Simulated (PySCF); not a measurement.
Be(Et)(SiH3) (C₂H₈BeSi), SMILES C[CH2][Be][SiH3].

Geometry optimised at PBE0-D3(BJ)/def2-SVP. The structure was generated by enumeration; whether it is a known compound was not checked. One conformer was computed; it need not be the lowest.

Two levels are set side by side: PBE/def2-TZVP (PySCF) and M06-2X/def2-TZVP (PySCF). Same geometry, gas phase. Differences are taken from unrounded values.

```csv
quantity,M06-2X,PBE,PBE minus M06-2X
orbital gap (eV),8.21,4.44,-3.77
highest occupied level (eV),-8.51,-6.24,2.26
lowest empty level (eV),-0.29,-1.81,-1.51
dipole moment (D),1.14,1.14,0.01
mean polarisability (bohr³),70.8,74.8,4.0
```

Without exact exchange PBE keeps part of each electron's self-repulsion, which lifts occupied levels and narrows the gap. PBE's more diffuse valence density responds more strongly to a field. Differences between two approximate levels are no errors against the true value.

Rough cost on one machine, each run with all the roots and properties that it gave: M06-2X against PBE about 3 times.
